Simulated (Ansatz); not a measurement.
`C[S][Mg][Cl]` → `[CH2]` (triplet) + `[SH][Mg][Cl]` at 700 K and 1 bar (formal loss of a carbene).

Isolated molecules relaxed with PBE0-D4/def2-TZVP in Ansatz; ΔE leaves out vibrations. CCSD(T)/CBS is the MP2 limit (def2-TZVPP, def2-QZVPP) plus CCSD(T) − MP2 in def2-TZVPP, frozen cores. This one scheme is used for every species. Triplets are unrestricted, without spin–orbit coupling. For Mg outer-core shells are correlated without core-valence functions, which leaves a few kJ/mol of doubt a bond. Each species was taken in one conformer, which may not be the lowest.

```tsv
species	CCSD(T)/CBS energy (Eh)	H − E (kJ/mol)	S (J/(mol·K))
`C[S][Mg][Cl]`	-1097.42002	166.1	435.3
`[CH2]` (triplet)	-39.09499	70.4	226.8
`[SH][Mg][Cl]`	-1058.17129	70.2	363.1
```

H − E and S are ideal-gas, rigid-rotor, harmonic terms from PBE0-D4/def2-TZVP, for one conformer and one mirror image of each species, with the whole ground term of open shells counted as degenerate. 1 Eh = 2625.50 kJ/mol, R = 8.31446 J/(mol·K).

Problem. By hand: ΔE, ΔH, ΔS and ΔG.

Solution. ΔE = (-39.09499) + (-1058.17129) − (-1097.42002) = 0.15374 Eh = 403.6 kJ/mol. Δ(H − E) = 70.4 + 70.2 − 166.1 = -25.5, so ΔH = 378.1 kJ/mol. ΔS = 226.8 + 363.1 − 435.3 = 154.6 J/(mol·K). ΔG = 378.1 − 700 × (154.6)/1000 = 269.9 kJ/mol.

Problem. By hand: the equilibrium constant, and the temperature at which ΔG would vanish if ΔH and ΔS stayed fixed.

Solution. log₁₀ K = −ΔG/(RT ln 10) = -20.1. ΔG = 0 at ΔH/ΔS = 2446 K.

The number of gas molecules changes by +1, which sets the sign of ΔS. A doubt of 5 kJ/mol in ΔE shifts log₁₀ K by 0.4 here. Other conformers and mirror images would add mixing entropy, several J/(mol·K) or more a flexible species. A triplet takes part, so the spin changes. These are equilibria of isolated gas molecules and say nothing of rates. Largest T1 diagnostic: 0.011 (customary marks: 0.02 for closed shells, 0.045 for open ones).
